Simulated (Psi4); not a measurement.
Dimer: N2 (SMILES N#N) (first 2 atoms) with CH2O (SMILES C=O); geometry from B3LYP-D3(BJ)/def2-TZVP.
(charge 0, multiplicity 1):
```xyz
6

N     -0.343     0.106    -0.856
N      0.265    -0.081     0.030
C      0.561    -0.243     3.199
O     -0.484     0.025     3.720
H      0.830    -1.280     2.919
H      1.319     0.530     2.966
```

All values below come from SAPT0/jun-cc-pV(D+d)Z (Psi4 1.11).

Question: Which attractive term is largest, and how does the interaction split up?

Answer: electrostatics -33.6, exchange 42.6, induction -7.7, dispersion -31.4, total -30.1 meV; the largest attraction is electrostatics.
